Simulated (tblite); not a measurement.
C4H10S2Si.
Geometry (GFN2-xTB, Å), atoms numbered from 1 in this order:
```xyz
17
C4H10S2Si angstrom
C     -2.7010    0.4150    0.5254
C     -1.7108    0.6524   -0.5590
S     -1.3618    2.1493   -1.1040
C     -0.9902   -0.5289   -1.0797
S      0.3604   -0.9025    0.1281
C      1.5482    0.3961   -0.2947
Si     2.9782    0.4140    0.9676
H     -2.9985    1.3508    0.9908
H     -2.2856   -0.2569    1.2760
H     -3.5863   -0.0669    0.1058
H     -1.6058   -1.4273   -1.0955
H     -0.5286   -0.3518   -2.0496
H      1.9048    0.2014   -1.3056
H      1.0145    1.3472   -0.2913
H      2.4255    0.6821    2.2929
H      3.8904    1.4764    0.5447
H      3.6397   -0.8890    0.9382
```

Calculated harmonic vibrations of the isolated species, GFN2-xTB (tblite), most abundant isotopes, no scaling. This tight-binding method is rough: wavenumbers can miss measured ones by several per cent, in bad cases by 10 to 20. Modes of hydrogen on silicon can be 10 to 20 % off. One conformer, not necessarily the lowest.

Harmonic wavenumbers (cm⁻¹): 32.7, 47.4, 77.3, 109.9, 121.4, 144.6, 155.6, 228.6, 352.5, 357.6, 461.0, 511.9, 523.5, 667.1, 699.6, 742.1, 761.4, 767.5, 773.6, 782.7, 796.7, 877.4, 978.7, 984.0, 1057.7, 1070.8, 1168.8, 1171.9, 1224.0, 1285.1, 1379.6, 1414.2, 1429.0, 1451.9, 1458.1, 2276.7, 2288.7, 2296.0, 2954.4, 2975.5, 2979.8, 2991.7, 3001.9, 3010.8, 3053.0.

A = 2351, B = 768.7, C = 662.1 MHz; mass 149.999 u (most abundant isotopes); point group C1, symmetry number 1.

Task: Zero-point energy?

Result: ½Σν̃ = 26947 cm⁻¹ = 322.36 kJ/mol.

Task: Entropy at 298.15 K, 1 bar (ideal gas, RRHO, classical rotation)?

Result: Translation 171.35, rotation 125.42, vibration 147.27: S = 444.0 J/(mol K).

Task: And Cp and H(298.15 K) − H(0)?

Result: Cp = 164.90 J/(mol K), of which vibrations give 131.64 (their classical limit is 45 R = 374.2); H(298.15 K) − H(0) = 31.32 kJ/mol without the zero-point energy, 21.40 from vibrations.

Task: How do the functions run with temperature in this model?

Result: 
```tsv
T (K)	S (J/(mol K))	Cp (J/(mol K))	H − H(0) (kJ/mol)	G − H(0) (kJ/mol)	ln q(vib)
100	313.5	89.1	6.30	-25.05	2.80
200	386.4	126.1	17.03	-60.25	6.14
300	445.1	165.6	31.63	-101.89	9.13
500	545.9	230.5	71.65	-201.28	14.66
800	668.5	290.6	150.63	-384.17	22.12
1000	736.3	316.7	211.49	-524.80	26.59
```

q(vib) and H(0) count from the zero-point level.

Task: What must be added to the electronic energy to get the Gibbs energy at 298.15 K and 1 bar?

Result: ZPE + [H(298.15 K) − H(0)] − T·S = 322.36 + 31.32 − 132.39 = 221.29 kJ/mol.

Task: Which modes carry the vibrational entropy at 298.15 K?

Result: 32.7 cm⁻¹: 23.68; 47.4 cm⁻¹: 20.60; 77.3 cm⁻¹: 16.56; 109.9 cm⁻¹: 13.68; 121.4 cm⁻¹: 12.88; 144.6 cm⁻¹: 11.47 J/(mol K); the other 39 give 48.40 together.

Task: Blend soft modes into free rotors: weight 1/[1 + (100 cm⁻¹/ν̃)⁴] for the oscillator and the rest for a rotor with moment μB/(μ + B), μ = h/(8π²ν), B = 10⁻⁴⁴ kg m². What vibrational entropy results?

Result: 130.70 J/(mol K) in place of 147.27, which changes −T·S at 298.15 K by +4.94 kJ/mol.

Hindered rotation and anharmonicity are outside this model. Other conformers, if any are populated, would add a mixing term that is left out. The structure is chiral; the term R ln 2 for an equal mix with its mirror image is left out.
